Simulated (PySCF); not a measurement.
formic acid (CH2O2), singlet, at a GFN2-xTB geometry. Base run: M062X/cc-pVDZ (PySCF).

Input for PySCF:
```python
from pyscf import gto, scf, dft

mol = gto.Mole()
mol.atom = '''
    O    -1.016135   -0.435064    0.000080
    C    -0.001727    0.412940   -0.007311
    O     1.152871    0.114081    0.006617
    H    -0.699045   -1.354439    0.018703
    H    -0.384483    1.444668   -0.028412
'''
mol.basis = 'cc-pvdz'
mol.charge = 0
mol.spin = 0
mol.verbose = 4
mol.build()

mf = dft.RKS(mol)
mf.xc = 'm062x'
mf.kernel()
```

Variants of this job, named by their change:

```json
[
 {"change": "base", "ΔE vs base (µEh)": "0.0", "fitting functions": "-", "dipole (D)": "1.60"},
 {"change": "auxbasis = even-tempered beta=1.6", "ΔE vs base (µEh)": "7.8", "fitting functions": "583", "dipole (D)": "1.60"},
 {"change": "auxbasis = default (with mf = mf.density_fit())", "ΔE vs base (µEh)": "[?]", "fitting functions": "[?]", "dipole (D)": "1.60"},
 {"change": "auxbasis = def2-universal-jkfit", "ΔE vs base (µEh)": "49.5", "fitting functions": "265", "dipole (D)": "1.60"},
 {"change": "exchange = seminumerical (SGX) (with mf = sgx.sgx_fit(mf, auxbasis='def2-universal-jfit'); with mf.with_df.dfj = True)", "ΔE vs base (µEh)": "-129", "fitting functions": "169", "dipole (D)": "1.60"},
 {"change": "auxbasis = autoaux", "ΔE vs base (µEh)": "89.1", "fitting functions": "383", "dipole (D)": "1.60"},
 {"change": "auxbasis = cc-pvtz-ri", "ΔE vs base (µEh)": "-89.4", "fitting functions": "303", "dipole (D)": "1.60"},
 {"change": "auxbasis = def2-tzvp-ri", "ΔE vs base (µEh)": "-36.0", "fitting functions": "258", "dipole (D)": "1.60"},
 {"change": "auxbasis = even-tempered beta=3.0", "ΔE vs base (µEh)": "[?]", "fitting functions": "[?]", "dipole (D)": "1.60"},
 {"change": "only_dfj = on; auxbasis = def2-universal-jfit", "ΔE vs base (µEh)": "-128", "fitting functions": "169", "dipole (D)": "1.60"}
]
```

Q: Some entries are withheld; supply them.

A: 
- auxbasis = default (with mf = mf.density_fit()), ΔE vs base (µEh): 146
- auxbasis = default (with mf = mf.density_fit()), fitting functions: 256
- auxbasis = even-tempered beta=3.0, ΔE vs base (µEh): -223
- auxbasis = even-tempered beta=3.0, fitting functions: 274

A fitting set is made for a task (jfit for Coulomb, jkfit for Coulomb and exchange, ri for correlation) and for a family of orbital bases.
